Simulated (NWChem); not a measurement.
System: C3H7FSi; SMILES FC1C[SiH2]C1

Input file for NWChem:

```
start job
memory heap 200 mb stack 900 mb global 1100 mb
geometry units angstroms
  F     -0.067256     2.179527     0.000000
  C     -0.487440     0.853183     0.000000
  C      0.029244     0.021808     1.195277
  Si     0.034734    -1.471720     0.000000
  C      0.029244     0.021808    -1.195277
  H     -1.602408     0.863690     0.000000
  H     -0.553921     0.070391     2.133107
  H      1.081859     0.308664     1.404063
  H      1.223335    -2.391040     0.000000
  H     -1.231204    -2.282105     0.000000
  H     -0.553921     0.070391    -2.133107
  H      1.081859     0.308664    -1.404063
end
basis spherical
  F library 3-21g
  C library 3-21g
  Si library 3-21g
  H library 3-21g
end
dft
  xc b3lyp
  iterations 150
end
driver
  maxiter 120
end
task dft optimize
```

The level has its own optimisation. Brackets give each atom's bonded neighbours.

Question: Give the results of this calculation. (B3LYP/3-21G.) Quantities: r C–F (Å); r C–C (Å); r C–H [C(CCFH)–H(C)] (Å); r C–Si (Å); dipole (D).

Answer: 
| Property | Value |
|---|---|
| r C–F (Å) | 1.416 |
| r C–C (Å) | 1.564 |
| r C–H [C(CCFH)–H(C)] (Å) | 1.097 |
| r C–Si (Å) | 1.942 |
| dipole (D) | 1.53 |
